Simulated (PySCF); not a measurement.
A table of computed molecular properties with gaps.

```
no.                species (SMILES)  atoms  electrons  dipole moment (D)  HOMO energy (eV)  LUMO energy (eV)  smallest rotational constant (GHz)
  1           F[C@]12CC[C@H](CC1)C2     19         62               1.95                 ?              1.15                               1.843
  2           CC(=O)c1ccc(C(=O)F)o1     16         80               1.15             -7.95                 ?                               0.530
  3  N[SiH2][SiH2]O[C@@H]1CCC(=O)C1     23         94               3.46             -7.14                 ?                               0.330
  4         C=CC(C=C)[C@H](C)C(=O)F     21         76                  ?             -7.69             -0.57                               0.864
  5      C[C@@H]1C[C@]12C[C@@]2(C)F     19         62               1.95             -7.43                 ?                               1.279
```

Levels: PBE0/pcSseg-1 for dipole moment, HOMO energy and LUMO energy; GFN2-xTB for smallest rotational constant. Geometries: GFN2-xTB. Each SMILES stands for a single optimised conformer of the isolated species, non-relativistic unless stated. Electronic properties by PySCF.

The conformers computed, where there is a choice (atom-mapped SMILES and torsion angles):
- `[CH3:1][C:2](=[O:3])[c:4]1[cH:5][cH:6][c:7]([C:8](=[O:9])[F:10])[o:11]1`: C1–C2–C4–C5 180°, C6–C7–C8–O9 0°
- `[CH2:1]=[CH:2][CH:3]([CH:4]=[CH2:5])[C@H:6]([CH3:7])[C:8](=[O:9])[F:10]`: C1–C2–C3–C4 125°, C2–C3–C4–C5 -119°, C2–C3–C6–C7 70°, C3–C6–C8–O9 -80°

The conformers of `F[C@]12CC[C@H](CC1)C2` and `N[SiH2][SiH2]O[C@@H]1CCC(=O)C1` aren't listed.

(1) Row 1: the HOMO energy?

(2) Row 2: the LUMO energy?

(3) What is the LUMO energy in row 3?

(4) What is the dipole moment in row 4?

(5) Row 5: the LUMO energy?

(6) In the completed table, which rows hold the lowest and the highest HOMO energy, and what is the mean?

(7) In the completed table, which rows hold the lowest and the highest LUMO energy, and what is the mean?

(8) What is the HOMO–LUMO gap, row by row?

## Answers

(1) -8.31 eV.

(2) -2.81 eV.

(3) -0.69 eV.

(4) 3.02 D.

(5) 1.32 eV.

(6) Row 1 the lowest (-8.31 eV), row 3 the highest (-7.14 eV); the mean over the 5 rows is -7.70 eV.

(7) Row 2 the lowest (-2.81 eV), row 5 the highest (1.32 eV); the mean over the 5 rows is -0.32 eV.

(8) row 1: 9.46, row 2: 5.14, row 3: 6.45, row 4: 7.12, row 5: 8.75 eV.
